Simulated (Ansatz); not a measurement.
Cost and result for the atomization energy of C₂H₃Cl₃Sn, SMILES `C=[CH][Sn]([Cl])([Cl])[Cl]` (9 atoms, 8 bonds).

Z-matrix (Å, degrees):
```
Sn
C 1 2.102
Cl 1 2.310 2 109.2
Cl 1 2.307 2 113.2 3 119.8
Cl 1 2.307 2 113.2 3 -119.8
C 2 1.325 1 120.5 3 -0.3
H 2 1.085 1 117.5 3 179.7
H 6 1.087 2 121.0 1 -180.0
H 6 1.086 2 122.5 1 0.0
```

The species carries charge 0 and has multiplicity 1. Correlated methods include outer-core shells of Sn, which these sets cover unevenly. Sn: def2 effective core potential. All single points use the PBE0-D4/def2-TZVP geometry. It is one conformer, not always the lowest. Program: Ansatz. All runs use 4 threads of an Arm Neoverse V2 on a shared host. Times are those of one run each, without the atoms' runs, and a repeat can differ threefold. Electronic energies, without spin–orbit coupling; frozen cores. CCSD(T)/CBS adds CCSD(T) − MP2 in def2-TZVPP to the MP2 limit, and its time is that of the two runs behind it. T1 = 0.011. With those shells the extrapolation isn't a true limit. HSE06 is the plane-wave form, built on full-range PBE exchange.

CCSD(T)/CBS is a level of theory with its own doubt, some kJ/mol a heavy atom from the limit and from the frozen cores, so smaller differences don't rank the functionals.

```csv
level,functions,wall time
revPBE-D4/def2-TZVPP,280,2.6 s
PBE0-D4/def2-TZVPP,280,5 s
HSE06-D4/def2-TZVPP,280,5.5 s
CAM-B3LYP-D4/def2-TZVPP,280,6.5 s
r2SCAN-D4/def2-TZVPP (with forces),280,7.5 s
r2SCANh-D4/def2-TZVPP,280,8.5 s
B97M-V/def2-TZVPP,280,11 s
ωB97X-V/def2-TZVPP,280,12 s
CCSD(T)/def2-SVP,123,13 s
ωB97M-V/def2-TZVPP (with forces),280,17 s
MP2/def2-QZVPP,496,30 s
CCSD(T)/def2-TZVPP,280,8 min
CCSD(T)/CBS(def2),–,8.5 min
```

Q: What atomization energy does each give, and how far from CCSD(T)/CBS? (Estimate.)

A: Ansatz gave: 
```json
{"level": "revPBE-D4/def2-TZVPP", "atomization (kcal/mol)": "749.4", "difference from CCSD(T)/CBS": "-8.6", "per bond": "-1.1"}
{"level": "PBE0-D4/def2-TZVPP", "atomization (kcal/mol)": "757.9", "difference from CCSD(T)/CBS": "-0.1", "per bond": "0.0"}
{"level": "HSE06-D4/def2-TZVPP", "atomization (kcal/mol)": "758.3", "difference from CCSD(T)/CBS": "0.3", "per bond": "0.0"}
{"level": "CAM-B3LYP-D4/def2-TZVPP", "atomization (kcal/mol)": "746.8", "difference from CCSD(T)/CBS": "-11.2", "per bond": "-1.4"}
{"level": "r2SCAN-D4/def2-TZVPP (with forces)", "atomization (kcal/mol)": "757.6", "difference from CCSD(T)/CBS": "-0.4", "per bond": "0.0"}
{"level": "r2SCANh-D4/def2-TZVPP", "atomization (kcal/mol)": "752.0", "difference from CCSD(T)/CBS": "-6.0", "per bond": "-0.8"}
{"level": "B97M-V/def2-TZVPP", "atomization (kcal/mol)": "765.1", "difference from CCSD(T)/CBS": "7.1", "per bond": "0.9"}
{"level": "ωB97X-V/def2-TZVPP", "atomization (kcal/mol)": "756.2", "difference from CCSD(T)/CBS": "-1.8", "per bond": "-0.2"}
{"level": "CCSD(T)/def2-SVP", "atomization (kcal/mol)": "702.7", "difference from CCSD(T)/CBS": "-55.3", "per bond": "-6.9"}
{"level": "ωB97M-V/def2-TZVPP (with forces)", "atomization (kcal/mol)": "755.0", "difference from CCSD(T)/CBS": "-3.0", "per bond": "-0.4"}
{"level": "MP2/def2-QZVPP", "atomization (kcal/mol)": "766.6", "difference from CCSD(T)/CBS": "8.6", "per bond": "1.1"}
{"level": "CCSD(T)/def2-TZVPP", "atomization (kcal/mol)": "731.7", "difference from CCSD(T)/CBS": "-26.3", "per bond": "-3.3"}
{"level": "CCSD(T)/CBS(def2)", "atomization (kcal/mol)": "758.0", "difference from CCSD(T)/CBS": "0.0", "per bond": "0.0"}
```

At CCSD(T), def2-SVP lies −55.3 kcal/mol from the extrapolated value and def2-TZVPP −26.3 kcal/mol: correlation converges slowly with the basis, and small sets miss more of it in the bonded molecule than in its fragments. In def2-TZVPP, CCSD(T) changes the Hartree–Fock value by +184.0 kcal/mol (the triples alone add +16.4 kcal/mol) and MP2 by +203.2 kcal/mol; breaking electron pairs costs correlation energy, which Hartree–Fock lacks. From r2SCAN to r2SCAN0 (25 % exact exchange), in def2-TZVPP and without D4, the atomization energy moves by −14.0 kcal/mol: exact exchange takes away binding that semilocal exchange gives to molecules.

Spin–orbit coupling would lower the free Sn atoms strongly, and the atomization energy with them, by more than many differences here. For some Ge, Se and Sn compounds the MP2-based and the directly extrapolated limit differ by 10 to 25 kJ/mol.
